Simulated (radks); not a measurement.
Species: Be2+. Configuration: 1s1.75 2s0.25 (fractional occupations, a model configuration). Calculated with a radial shooting solver on a logarithmic mesh with Libxc functionals: scalar-relativistic Kohn-Sham, PBE, spin-unpolarised, spherical densities, finite nucleus; Fermi nuclear charge, rms radius 2.519 fm.

Radial electron density D(r) = 4 pi r^2 rho(r):

| r (bohr) | D(r) (e/bohr) |
|---|---|
| 0.02525 | 0.2081 |
| 0.02801 | 0.2505 |
| 0.03083 | 0.2967 |
| 0.03421 | 0.3555 |
| 0.03766 | 0.4190 |
| 0.04179 | 0.4991 |
| 0.046 | 0.5846 |
| 0.05063 | 0.6825 |
| 0.05618 | 0.8037 |
| 0.06185 | 0.9307 |
| 0.06862 | 1.085 |
| 0.07554 | 1.245 |
| 0.08382 | 1.435 |
| 0.09226 | 1.625 |
| 0.1024 | 1.847 |
| 0.1127 | 2.062 |
| 0.125 | 2.303 |
| 0.1376 | 2.526 |
| 0.1527 | 2.763 |
| 0.1681 | 2.968 |
| 0.1851 | 3.151 |
| 0.2053 | 3.314 |
| 0.226 | 3.422 |
| 0.2508 | 3.481 |
| 0.2761 | 3.476 |
| 0.3063 | 3.398 |
| 0.3372 | 3.259 |
| 0.3741 | 3.037 |
| 0.4118 | 2.775 |
| 0.457 | 2.443 |
| 0.503 | 2.107 |
| 0.5537 | 1.762 |
| 0.6144 | 1.399 |
| 0.6763 | 1.090 |
| 0.7504 | 0.8017 |
| 0.826 | 0.5855 |
| 0.9166 | 0.4088 |
| 1.009 | 0.2958 |
| 1.119 | 0.2191 |
| 1.232 | 0.1802 |
| 1.367 | 0.1602 |
| 1.505 | 0.1522 |
| 1.67 | 0.1463 |
| 1.838 | 0.1379 |
| 2.024 | 0.1247 |
| 2.245 | 0.1053 |
| 2.472 | 0.08452 |
| 2.743 | 0.06175 |
| 3.019 | 0.04279 |
| 3.35 | 0.02622 |
| 3.687 | 0.01519 |
| 4.091 | 0.007512 |
| 4.504 | 0.003502 |
| 4.997 | 0.001340 |
| 5.501 | 0.0004826 |
| 6.104 | 0.0001361 |

D(r) has 1 maximum, at r = 0.261 bohr.
